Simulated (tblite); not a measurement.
Isomers of C7H14FP. Level: GFN2-xTB in tblite, geometry and Hessian alike; calculated harmonic values, unscaled, isolated species. Errors from tens to a few hundred cm⁻¹ against measured bands are possible. Modes of hydrogen on phosphorus can be 10 to 20 % off. One conformer each.

Electronic energies: GFN2-xTB at the same geometries; isomer energies are rough at this level and their order can be wrong.

```json
{"SMILES": "C[C@@H]1[C@H](F)CCP[C@H]1C", "electronic energy, lowest = 0 (kJ/mol)": "0.0"}
{"SMILES": "CC/C(F)=P\\C(C)(C)C", "electronic energy, lowest = 0 (kJ/mol)": "123.5"}
{"SMILES": "C[C@@H]1CCP(C)C[C@@H]1F", "electronic energy, lowest = 0 (kJ/mol)": "1.2"}
```

**Question.** How do GFN2-xTB zero-point energies change the relative energies?

**Answer.** 
```json
{"SMILES": "C[C@@H]1[C@H](F)CCP[C@H]1C", "ZPE (kJ/mol)": "513.4", "of it from modes above 1550 cm⁻¹": "244.9", "electronic (kJ/mol)": "0.0", "with ZPE, lowest = 0 (kJ/mol)": "0.0", "lowest mode (cm⁻¹)": "87", "rings": "1"}
{"SMILES": "C[C@@H]1CCP(C)C[C@@H]1F", "ZPE (kJ/mol)": "515.0", "of it from modes above 1550 cm⁻¹": "249.5", "electronic (kJ/mol)": "1.2", "with ZPE, lowest = 0 (kJ/mol)": "2.8", "lowest mode (cm⁻¹)": "84", "rings": "1"}
{"SMILES": "CC/C(F)=P\\C(C)(C)C", "ZPE (kJ/mol)": "510.6", "of it from modes above 1550 cm⁻¹": "253.0", "electronic (kJ/mol)": "123.5", "with ZPE, lowest = 0 (kJ/mol)": "120.7", "lowest mode (cm⁻¹)": "54", "rings": "0"}
```

The zero-point energies span 4.4 kJ/mol, from `CC/C(F)=P\C(C)(C)C` to `C[C@@H]1CCP(C)C[C@@H]1F`. The order is unchanged.

**Question.** What do entropy and thermal enthalpy add at 298.15 K and 1 bar (rigid rotor, harmonic oscillator, one conformer each)?

**Answer.** 
| SMILES | point group | symmetry number | S (J/(mol K)) | H − H(0) (kJ/mol) | ZPE + H − H(0) − TS (kJ/mol) |
| --- | --- | --- | --- | --- | --- |
| C[C@@H]1[C@H](F)CCP[C@H]1C | C1 | 1 | 403.9 | 28.94 | 421.9 |
| C[C@@H]1CCP(C)C[C@@H]1F | C1 | 1 | 408.2 | 29.70 | 423.0 |
| CC/C(F)=P\C(C)(C)C | C1 | 1 | 447.8 | 34.59 | 411.7 |
